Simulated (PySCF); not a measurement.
**Ar (argon, neutral) across methods**

[Ar], closed-shell 1S. Computed with PySCF 2.14 in def2-TZVPPD (6s6p4d1f, 51 functions), with no relativity, point nucleus.

```json
{"method": "r2SCAN0", "E (hartree)": "-527.5006", "mean ε 2p (eV)": "-240.19", "mean ε 3s (eV)": "-27.727", "mean ε 3p (eV)": "-12.285", "Σ⟨r²⟩ (bohr²)": "25.99", "⟨S²⟩": "0.000"}
{"method": "UHF", "E (hartree)": "-526.80307", "mean ε 2p (eV)": "-260.51", "mean ε 3s (eV)": "-34.782", "mean ε 3p (eV)": "-16.094", "Σ⟨r²⟩ (bohr²)": "26.09", "⟨S²⟩": "0.000"}
{"method": "M06", "E (hartree)": "-527.5144", "mean ε 2p (eV)": "-238.54", "mean ε 3s (eV)": "-26.989", "mean ε 3p (eV)": "-11.866", "Σ⟨r²⟩ (bohr²)": "25.94", "⟨S²⟩": "0.000"}
{"method": "r2SCANh", "E (hartree)": "-527.5010", "mean ε 2p (eV)": "-235.98", "mean ε 3s (eV)": "-26.197", "mean ε 3p (eV)": "-11.357", "Σ⟨r²⟩ (bohr²)": "26.02", "⟨S²⟩": "0.000"}
{"method": "r2SCAN", "E (hartree)": "-527.5014", "mean ε 2p (eV)": "-233.18", "mean ε 3s (eV)": "-25.179", "mean ε 3p (eV)": "-10.739", "Σ⟨r²⟩ (bohr²)": "26.04", "⟨S²⟩": "0.000"}
{"method": "MN15", "E (hartree)": "-527.4586", "mean ε 2p (eV)": "-234.66", "mean ε 3s (eV)": "-27.119", "mean ε 3p (eV)": "-12.851", "Σ⟨r²⟩ (bohr²)": "25.89", "⟨S²⟩": "0.000"}
{"method": "LDA", "E (hartree)": "-525.9244", "mean ε 2p (eV)": "-229.68", "mean ε 3s (eV)": "-24.051", "mean ε 3p (eV)": "-10.413", "Σ⟨r²⟩ (bohr²)": "26.33", "⟨S²⟩": "0.000"}
{"method": "PBE", "E (hartree)": "-527.3291", "mean ε 2p (eV)": "-229.73", "mean ε 3s (eV)": "-24.069", "mean ε 3p (eV)": "-10.291", "Σ⟨r²⟩ (bohr²)": "26.24", "⟨S²⟩": "0.000"}
{"method": "PBE0", "E (hartree)": "-527.3725", "mean ε 2p (eV)": "-237.66", "mean ε 3s (eV)": "-27.011", "mean ε 3p (eV)": "-11.988", "Σ⟨r²⟩ (bohr²)": "26.07", "⟨S²⟩": "0.000"}
```
